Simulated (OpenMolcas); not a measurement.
**Hf: the spin-orbit constant, worked from levels**

* Program: OpenMolcas
* Basis: ANO-RCC-VDZP [7s6p4d2f1g]
* Scalar Hamiltonian: DKH2, point nucleus
* Active space: 4 electrons in 6 orbitals (5d 6s)
* State averaging: 2S+1 = 5 even, 15 roots (10 in the spin-orbit step); 2S+1 = 3 even, 55 roots; 2S+1 = 1 even, 43 roots
* Spin-orbit coupling: RASSI with atomic mean-field integrals over the reference wave functions, term energies averaged over their components

Methods: CASSCF; MS-CASPT2, IPEA 0.25 Eh, imaginary shift 0.1 Eh (closed shells correlated: 5s 5p). Measured levels: NIST Handbook of Basic Atomic Spectroscopic Data.

**The spin-orbit constant.** For the Hund term 3F of d2, E(J) = (A/2) J(J+1) + constant and ζ = 2S·A = 2A. From J = 2 to J = 4 the energy changes by 7 A.

```csv
Source,E(4) - E(2),A,ζ
CASSCF,4254.3,607.8,1216
MS-CASPT2,4482.5,640.4,1281
measured,4567.6,652.5,1305
```

All in cm-1. MS-CASPT2 is off by -1.9 % and CASSCF by -6.9 %. Both methods take the spin-orbit matrix elements from the reference wave functions, so the second can move ζ only through the term energies and any multistate remixing. Second-order mixing with other terms is absorbed into this ζ.

CASPT2 breaks the degeneracy within a term, and the mean is taken; among the terms shown or strongly mixed into the levels shown the widest spread is 620 cm-1 (5d2 6s2 3F, MS-CASPT2). Over all roots computed the reference weight is 0.87 to 0.96 in MS-CASPT2; the roots of lowest weight are the least certain, and an intruder state may touch them. Some high roots are left out of the spin-orbit mixing, which shifts the levels that they would mix with. Without dynamic correlation excited terms often stand tens of per cent too high (terms of higher spin than the ground term too low), and those without a measured partner can miss by more than the paired ones (holds for CASSCF). Computed and measured levels are paired by configuration, term and J; levels that our copy of the source lacks, or whose pairing is in doubt (as where it misses far off the trend of its configuration), stay unpaired and out of the deviations. Only configurations of the active space appear.
